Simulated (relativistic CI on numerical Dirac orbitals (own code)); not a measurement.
**Ligand-field terms of d2**

Computed with a parametric ligand-field model of a d^n configuration (Racah B and C, spin-orbit zeta, crystal field), exact diagonalisation.

Field parameters in Wybourne normalisation: D3d B²₀ = −7Dσ, B⁴₀ = −14Dq − 21Dτ, B⁴₃ = −14√(10/7) Dq; D4h B²₀ = −7Ds, B⁴₀ = 21(Dq − Dt), B⁴₄ = 21√(5/14) Dq; Oh B⁴₀ = 21Dq, B⁴₄ = √(5/14) B⁴₀. The field is a parameter set, without covalency.

Problem. Ground term and bands for B = 420, C = 1870, ζ = 0 cm⁻¹, D3d, 10Dq = 25100, Dσ = 1200, Dτ = -210 cm⁻¹?

Solution. Ground term 3E with 0.01 electrons in the two orbitals of the cubic e set. Spin-allowed: 3A2 1212 cm⁻¹, 3E 23365 cm⁻¹ (428 nm), 3A1 24620 cm⁻¹ (406 nm), 3E 28846 cm⁻¹ (347 nm). Lowest spin-forbidden: 1A1 5247 cm⁻¹ (1906 nm), 1E 6241 cm⁻¹ (1602 nm), 1E 7916 cm⁻¹ (1263 nm).

Problem. Ground term and bands for B = 440, C = 1660, ζ = 0 cm⁻¹, D4h, 10Dq = 29900, Ds = 2880, Dt = 1120 cm⁻¹?

Solution. Ground term 3A2 with 0.00 electrons in the two orbitals of the cubic e set. Spin-allowed: 3E 2850 cm⁻¹, 3B2 17714 cm⁻¹ (565 nm), 3E 18554 cm⁻¹ (539 nm), 3E 33557 cm⁻¹ (298 nm). Lowest spin-forbidden: 1B2 6008 cm⁻¹ (1664 nm), 1B1 6086 cm⁻¹ (1643 nm), 1A1 9050 cm⁻¹ (1105 nm).

Problem. A d2 ion in Oh symmetry has the ground term 3T1 and bands at 1T2 12800 cm⁻¹ (781 nm), 1E 13004 cm⁻¹ (769 nm), 3T2 21675 cm⁻¹ (461 nm), 1A1 28010 cm⁻¹ (357 nm), 3T1 33100 cm⁻¹ (302 nm), 3A2 45125 cm⁻¹ (222 nm). Which parameters reproduce them?

Solution. B = 880, C = 3530, ζ = 0 cm⁻¹, Oh, 10Dq = 23450 cm⁻¹.

Problem. Ground term and bands for B = 540, C = 1910, ζ = 0 cm⁻¹, Oh, 10Dq = 27200 cm⁻¹?

Solution. Ground term 3T1 with 0.01 electrons in the two orbitals of the cubic e set. Spin-allowed: 3T2 25904 cm⁻¹ (386 nm), 3T1 32708 cm⁻¹ (306 nm), 3A2 53104 cm⁻¹ (188 nm). Lowest spin-forbidden: 1T2 7254 cm⁻¹ (1379 nm), 1E 7319 cm⁻¹ (1366 nm), 1A1 16951 cm⁻¹ (590 nm).

Problem. Ground term and bands for B = 1020, C = 4080, ζ = 0 cm⁻¹, D3d, 10Dq = 19000, Dσ = -1200, Dτ = -50 cm⁻¹?

Solution. Ground term 3A2 with 0.02 electrons in the two orbitals of the cubic e set. Spin-allowed: 3E 2622 cm⁻¹, 3A1 17566 cm⁻¹ (569 nm), 3E 19224 cm⁻¹ (520 nm), 3A2 29699 cm⁻¹ (337 nm). Lowest spin-forbidden: 1E 14516 cm⁻¹ (689 nm), 1A1 17617 cm⁻¹ (568 nm), 1E 17944 cm⁻¹ (557 nm).
